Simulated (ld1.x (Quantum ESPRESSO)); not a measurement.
S (Z = 16): variants of one ultrasoft potential

Base potential:

sulfur, ultrasoft, made with ld1.x (Quantum ESPRESSO) 7.5 (LDA (PZ), scalar-relativistic). Core [Ne], reference 3s1.75 3p4.25. Waves: 3s (bound): rcut 1.25, rcutus 1.60 bohr; 3s channel at -0.7 Ry: rcut 1.25, rcutus 1.60 bohr; 3p (bound): rcut 0.95, rcutus 1.20 bohr; 3p channel at 2.65 Ry: rcut 0.95, rcutus 1.20 bohr; 3d channel at 0.05 Ry: rcut 1.75, rcutus 1.85 bohr; 3d channel at 1.1 Ry: rcut 1.75, rcutus 1.85 bohr. Local part: all-electron potential smoothed inside 1.05 bohr (lloc = -1). Core correction: none. Augmentation charge: PSQ, radius 1.05 bohr.

Cutoffs, loose and tight: the cutoffs (Ry, on a coarse ladder) from which the occupation-weighted sum of valence levels, in a spherical-Bessel basis at the reference potential, stays within 10 and 1 mRy of its value at 400 Ry. They do not see the model core or the augmentation charge, which bear on the density cutoff. Test errors are all-electron minus pseudo excitation energies from the reference, over the configurations 3s2 3p4; 3s2 3p3; 3s2 3p2; 3s2 3p1; 3s0 3p6; 3s2 3p4.3; 3s1 3p5 (two spin-polarised tests are not counted in the largest error). A dash means not determined; rows that change the core or the reference have their own tests.

```tsv
change	outcome	cutoff, loose	cutoff, tight	bound ghosts	largest test error (meV)
base	generated	30 Ry	45 Ry	none	+58
core correction a·sin(br)/r model core inside 0.56 bohr	generated	30 Ry	45 Ry	none	-3.2
core correction a·sin(br)/r model core inside 0.70 bohr	generated	30 Ry	45 Ry	none	+2.2
core correction a·sin(br)/r model core inside 0.94 bohr	generated	30 Ry	45 Ry	none	+8.9
core correction a·sin(br)/r model core inside 1.06 bohr	generated	30 Ry	45 Ry	none	+17
core correction a·sin(br)/r model core inside 1.22 bohr	generated	30 Ry	45 Ry	none	+29
core correction a·sin(br)/r model core inside 1.42 bohr	generated	30 Ry	45 Ry	none	+43
```
